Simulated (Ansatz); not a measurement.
Start from `O[SiH2][SiH](F)Cl` and change one atom or group to get `F[SiH](F)Cl`.

Ansatz, PBE0-D4/def2-TZVP geometries, multiplicity 1. Each molecule was computed in one conformer, which needn't be the lowest.

```json
{"property": "HOMO energy (PBE/def2-TZVPP) / eV", "`O[SiH2][SiH](F)Cl`": "-6.81"}
{"property": "HOMO energy (B3LYP/def2-TZVPP) / eV", "`O[SiH2][SiH](F)Cl`": "-7.90"}
{"property": "HOMO energy (PBE0/def2-TZVPP) / eV", "`O[SiH2][SiH](F)Cl`": "-8.09"}
{"property": "size of the dipole moment (PBE/def2-TZVPP) / D", "`O[SiH2][SiH](F)Cl`": "0.73"}
{"property": "LUMO energy (PBE/def2-TZVPP) / eV", "`O[SiH2][SiH](F)Cl`": "-1.90"}
{"property": "HOMO–LUMO gap (ωB97M-V/def2-TZVPP) / eV", "`O[SiH2][SiH](F)Cl`": "10.87"}
```

Problem. What does the change do to each property? (An estimate is asked.)

Solution. The calculation gave: 
```json
{"property": "HOMO energy (PBE/def2-TZVPP) / eV", "`F[SiH](F)Cl`": "-8.55", "shift": "-1.74"}
{"property": "HOMO energy (B3LYP/def2-TZVPP) / eV", "`F[SiH](F)Cl`": "-9.73", "shift": "-1.83"}
{"property": "HOMO energy (PBE0/def2-TZVPP) / eV", "`F[SiH](F)Cl`": "-10.01", "shift": "-1.92"}
{"property": "size of the dipole moment (PBE/def2-TZVPP) / D", "`F[SiH](F)Cl`": "1.08", "shift": "0.35"}
{"property": "LUMO energy (PBE/def2-TZVPP) / eV", "`F[SiH](F)Cl`": "-0.32", "shift": "1.58"}
{"property": "HOMO–LUMO gap (ωB97M-V/def2-TZVPP) / eV", "`F[SiH](F)Cl`": "14.68", "shift": "3.81"}
```

With PBE0 the HOMO falls by 1.92 eV and the LUMO rises by 1.65 eV, so the gap widens by about 3.57 eV. PBE moves the HOMO by -1.74 eV and ωB97M-V by -2.13 eV. Dipoles are sizes alone; their direction can turn.

B3LYP here is the variant with VWN-RPA as its local correlation; programs differ in this.
